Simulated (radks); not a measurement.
The table gives one normalised radial function P(r) = r R(r) of Ni3+ in [Ar] 3d7 (r in bohr). All-electron calculation, scalar-relativistic Kohn-Sham, PBE, spin-polarised, spherical densities, finite nucleus; open shells are filled with parallel spins first; Fermi nuclear charge, rms radius 3.7757 fm. Program: a radial shooting solver on a logarithmic mesh with Libxc functionals.

r	P
0.00414	0.1335
0.005263	0.1633
0.00669	0.1980
0.008505	0.2372
0.01081	0.2795
0.01374	0.3225
0.01747	0.3615
0.02221	0.3894
0.02824	0.3959
0.0359	0.3680
0.04563	0.2913
0.05801	0.1544
0.07375	-0.0441
0.093	-0.2773
0.1182	-0.5157
0.1503	-0.6744
0.1911	-0.6614
0.2429	-0.4099
0.3088	0.0675
0.3925	0.6455
0.499	1.1189
0.6344	1.3032
0.8064	1.1562
1.025	0.8035
1.303	0.4349
1.657	0.1779
2.106	0.0522
2.677	0.0101
3.404	0.0012

Which n and l does it have? It may be an empty orbital.

Answer. n = 3, l = 0: the number of nodes gives n - l - 1 = 2, the rise at small r (about r^(l+1)) gives l, and the extent must fit the shell. The curve is that of 3s down; the table hardly tells the two spins apart. 3s down: eigenvalue -148.44 eV, 2 radial nodes at r = 0.0703, 0.300 bohr, <r> = 0.737 bohr, 90 % of the charge inside 1.10 bohr.
